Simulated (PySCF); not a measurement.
# Dipole response of Pd (palladium, neutral)

[Kr] 4d10, closed-shell 1S. Calculation: PySCF 2.14, in x2c-TZVPPall with one added diffuse shell each of s, p, d, f type (9s7p7d3f1g, 95 functions); the spin-free X2C one-electron Hamiltonian (Gaussian nucleus). Coupled (time-dependent) response in atomic units; α is the mean over directions.

```
method  mean α (bohr³)  C₆ (like pair)  S(−4)
   UHF           19.54           135.9  229.5
   PBE           27.62           192.7  691.5
  PBE0           24.39           171.2  454.5
  MN15           24.03           170.7  385.4
PBEsol           27.51           193.6  658.6
```

S(−4) is the Cauchy moment in α(ω) = α(0) + S(−4) ω² + …

Reference α: 26.14 ± 0.1 bohr³ (recommended; Schwerdtfeger and Nagle, table of static dipole polarizabilities (2023 update)). Published C₆: 628.0 (Gould and Bucko (2016)).

α(iu) at MN15:

```
u (hartree)  α(iu) (bohr³)
          0          24.03
     0.0500          23.13
      0.100          20.99
      0.200          16.48
      0.300          13.35
      0.500          9.649
      0.750          6.950
       1.00          5.230
       1.50          3.269
       2.00          2.245
       3.00          1.249
       5.00         0.5454
```

A single London oscillator, α(iu) = α/(1 + u²/ω²), gives C₆ = (3/4) ω α². Matching the computed C₆ needs ω = 4 × 170.7 / (3 × 24.03²) = 0.394 hartree.
